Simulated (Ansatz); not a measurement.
A single point on `O/C=C/BF`.

```yaml
crystal:
  periodic: [false, false, false]
  atoms:
    - {symbol: O, position_ang: [-2.015748, -0.495289, 0.644945]}
    - {symbol: C, position_ang: [-0.794637, -0.541711, 0.111270]}
    - {symbol: C, position_ang: [0.139349, 0.423500, 0.123825]}
    - {symbol: B, position_ang: [1.470317, 0.151205, -0.551118]}
    - {symbol: F, position_ang: [2.428252, 1.076968, -0.565209]}
    - {symbol: H, position_ang: [-2.152065, 0.363251, 1.063253]}
    - {symbol: H, position_ang: [-0.616829, -1.500591, -0.366712]}
    - {symbol: H, position_ang: [-0.082342, 1.370462, 0.615316]}
    - {symbol: H, position_ang: [1.712303, -0.894196, -1.092569]}
basis:
  gaussian: {orbitals: def2-TZVPP}
hamiltonian: {xc: pbe}
correlation: {method: rpa}
```

```sh
$ ansatz run in.yaml --threads 2 --pin off --events-out ev --progress --plain --max-ram 4352MiB
```

Shortened log:

```
Functional definition: PBE
1302 factors; integrals over basis functions are off by at most 1.1e-3 eV
mean field evaluation 1: about -7564.8911 eV, gradient 6.9e1 eV
mean field evaluation 2: about -7564.8817 eV, gradient 6.9e1 eV
mean field evaluation 4: about -7574.7517 eV, gradient 8.9e0 eV
mean field evaluation 8: about -7574.9408 eV, gradient 7.8e-1 eV
mean field evaluation 16: about -7574.9416 eV, gradient 1.5e-4 eV
mean field -7574.94164475 eV, -278.3739709647 hartree, gradient 9.9e-7 eV, S^2 0.000000; 0 other end points of the search recorded, 0 dependent functions left out
5 core orbitals not correlated: weight in the atoms' cores, before any rotation towards them, 1.000 or more for the frozen orbitals, at most 0.000 for the correlated occupied ones
reference -7541.86203568 eV, -277.1583177534 hartree; 14, 14 occupied and 192, 192 virtual orbitals, 1302 factors
Total energy: -7580.60745219 eV, -278.5821855478 hartree
```

Run time 4.9 s (2 threads of an Arm Neoverse V2 on a shared host); peak host memory 0.41 GiB.
